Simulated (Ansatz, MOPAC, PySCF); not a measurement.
Energy landscape of H2N (cation, charge +1), triplet: symmetric bend, bond length relaxed. Scanned: H-N-H angle. Other coordinates (N-H bond length) were minimised at PBE0/def2-TZVP.

Computed with: UHF/aug-cc-pVQZ (Ansatz, a first-principles code); PM7, unrestricted, heats of formation (MOPAC); r2SCAN = unrestricted r2SCAN/def2-TZVP in PySCF 2.14.0.

Energies in mEh, each method relative to its own lowest point.

```
a / °  UHF/aug-cc-pVQZ   PM7  r2SCAN
-----  ---------------  ----  ------
180                1.6   0.0     ___
167                1.0   0.4     0.5
157                0.2   1.6     0.0
147                0.0   4.2     ___
137                1.5   9.0     ___
127                5.9  16.7     6.0
117               13.9   ___    13.6
107               26.4  43.0    25.2
97                44.3  62.5    41.6
87                68.0   ___    63.5
```

Q: Fill in the missing entries.

A: 
- 180, r2SCAN: 0.9
- 147, r2SCAN: 0.2
- 137, r2SCAN: 1.9
- 117, PM7: 27.8
- 87, PM7: 86.7

The scan ran from 180.0 to 60.0; beyond the range shown the relaxed coordinates jump or full CI changes its symmetry label.
